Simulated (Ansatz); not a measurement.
Two isomers of C2H9NSSi: A = `CC(S)N[SiH3]`, B = `CN[SiH](C)S`.

Program: Ansatz. Geometries: PBE0-D4/def2-TZVP. ΔE: electronic, gas phase. CCSD(T)/CBS adds triple-zeta CCSD(T) − MP2 to the extrapolated MP2 energy (def2 sets, frozen cores). DFT in def2-TZVPP. B3LYP here is the variant with VWN-RPA as its local correlation; programs differ in this. Each species was taken in one conformer, which may not be the lowest.

(1) Which isomer does CCSD(T)/CBS put lower? Give the gap. (Estimate.)

(2) Give E(B) − E(A) in kcal/mol with HF/def2-TZVPP, CCSD/def2-TZVPP, PBE0-D4, MP2/def2-TZVPP, B3LYP, r2SCAN-D4, B2PLYP. (Estimate.)

Largest T1 diagnostic: 0.011.

Results:

(1) The calculation gave: B, by 33.8 kcal/mol.

(2) The calculation gave: HF/def2-TZVPP -34.1, CCSD/def2-TZVPP -33.5, PBE0-D4 -34.5, MP2/def2-TZVPP -33.8, B3LYP -33.9, r2SCAN-D4 -34.9, B2PLYP -33.9. None reverses the order clearly.

From PBE to PBE0 (25 % exact exchange), in def2-TZVPP and without D4, E(B) − E(A) moves by −1.0 kcal/mol.
